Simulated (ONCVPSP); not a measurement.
**Cutoff test, V, ONCV**

V (Z = 23), optimised norm-conserving Vanderbilt (ONCV), made with ONCVPSP 4.0.1 (PBE, fully relativistic). Core [Ne], reference 3s2 3p6 3d3 4s1.5 (charge +0.5). Waves: 3s+4s: rc 1.80 bohr, ncon 5, nbas 8, qcut 8.3 1/bohr, 3 projectors, debl 3.5 Ha; 3p: rc 1.10 bohr, ncon 5, nbas 9, qcut 8.7 1/bohr, 2 projectors, debl 1.7 Ha; 3d: rc 1.40 bohr, ncon 5, nbas 10, qcut 13.1 1/bohr, 3 projectors, debl 2.9 Ha. Local part: polynomial inside 0.95 bohr (lpopt 5, dvloc0 1 Ha). Core correction: none.

Open shells are filled in proportion to 2j + 1.

In the p channel the program set the typed energies aside and used -1.741, 0.250 Ha (j = l + 1/2; the other j can differ).

Q: For each optimised wave give the share of its norm inside rc, the residual kinetic energy above qcut (Ha) and the cutoffs (Ha) for errors of 10, 1, 0.1 and 0.01 mHa per electron.

A:

```tsv
wave	norm inside rc	residual KE	10 mHa	1 mHa	0.1 mHa	0.01 mHa
3s	0.977	3.5e-07	14.1	21.4	26.1	29.8
4s	0.085	3.7e-07	5.3	18.1	24.5	29.2
s projector 3	0.115	1.3e-05	16.2	24.6	30.1	35.6
3p j=3/2	0.634	5.1e-04	16.5	30.3	155.8	211.8
p projector 2 j=3/2	0.072	1.1e-04	14.1	19.3	38.3	109.8
3p j=1/2	0.642	4.9e-04	16.8	28.3	154.4	211.8
p projector 2 j=1/2	0.071	1.0e-04	14.3	19.6	38.0	107.6
3d j=5/2	0.597	4.2e-08	44.6	55.9	65.1	72.5
d projector 2 j=5/2	0.096	5.3e-07	46.5	59.2	69.0	77.0
d projector 3 j=5/2	0.104	4.0e-06	52.3	65.2	75.0	82.7
3d j=3/2	0.600	4.2e-08	44.7	56.0	65.2	72.6
d projector 2 j=3/2	0.096	5.4e-07	46.6	59.3	69.1	77.0
d projector 3 j=3/2	0.104	4.1e-06	52.4	65.3	75.0	82.7
```

The occupied waves need 56 Ha and 156 Ha for 1 and 0.1 mHa.
